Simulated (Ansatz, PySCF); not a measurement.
Al(H)2(nPr) (C3H9Al), SMILES CC[CH2][AlH2]. Atoms are numbered in the order given.

```xyz
13

Al    -0.1862     0.0012     1.9530
H     -1.3567    -0.3256     2.9789
H      1.2331     0.4499     2.5151
C     -0.5160    -0.1554     0.0206
C      0.6459     0.1706    -0.9318
C      0.2884     0.0181    -2.4112
H     -1.3920     0.4822    -0.2177
H     -0.8844    -1.1845    -0.1691
H      0.9998     1.2014    -0.7487
H      1.5112    -0.4763    -0.6994
H     -0.0284    -1.0140    -2.6373
H      1.1416     0.2589    -3.0666
H     -0.5461     0.6845    -2.6873
```
Charge 0, spin multiplicity 1.

Geometry optimised at B3LYP-D3(BJ)/def2-SVP. The structure was generated by enumeration; whether it is a known compound was not checked. One conformer was computed; it need not be the lowest.

Two levels are set side by side: PBE-D3(BJ)/def2-SVP (Ansatz, a quantum-chemistry and plane-wave program) and B3LYP-D3(BJ)/def2-SVP (Ansatz). Each level has its own optimised geometry; the coordinates shown are those of the second. Frequencies come from the Hessian of PySCF at each geometry. Differences are taken from unrounded values.

```tsv
quantity	B3LYP-D3(BJ)
mean bond length (Å)	1.329
bond Al1–C4 (Å)	1.967
bond C4–C5 (Å)	1.537
bond C5–C6 (Å)	1.530
bond Al1–H2 (Å)	1.590
bond Al1–H3 (Å)	1.591
bond C4–H7 (Å)	1.109
bond C4–H8 (Å)	1.109
bond C5–H9 (Å)	1.105
bond C5–H10 (Å)	1.105
bond C6–H11 (Å)	1.103
bond C6–H12 (Å)	1.102
bond C6–H13 (Å)	1.103
highest harmonic wavenumber (cm⁻¹)	3099
mean harmonic wavenumber (cm⁻¹)	1398
zero-point energy (kcal/mol)	65.95
```

Task: What does PBE-D3(BJ) give, and how far is it from B3LYP-D3(BJ)? (An estimate is asked for; the answer gives what the named calculation found.)

Result: 
```csv
quantity,PBE-D3(BJ),PBE-D3(BJ) minus B3LYP-D3(BJ)
mean bond length (Å),1.337,0.008
bond Al1–C4 (Å),1.973,0.007
bond C4–C5 (Å),1.538,0.001
bond C5–C6 (Å),1.531,0.002
bond Al1–H2 (Å),1.606,0.015
bond Al1–H3 (Å),1.607,0.016
bond C4–H7 (Å),1.117,0.008
bond C4–H8 (Å),1.117,0.008
bond C5–H9 (Å),1.113,0.008
bond C5–H10 (Å),1.113,0.008
bond C6–H11 (Å),1.110,0.007
bond C6–H12 (Å),1.110,0.007
bond C6–H13 (Å),1.110,0.007
highest harmonic wavenumber (cm⁻¹),3050,-49
mean harmonic wavenumber (cm⁻¹),1362,-36
zero-point energy (kcal/mol),64.24,-1.71
```

GGA bonds tend to be longer and softer than those of functionals with exact exchange. Differences between two approximate levels are no errors against the true value.
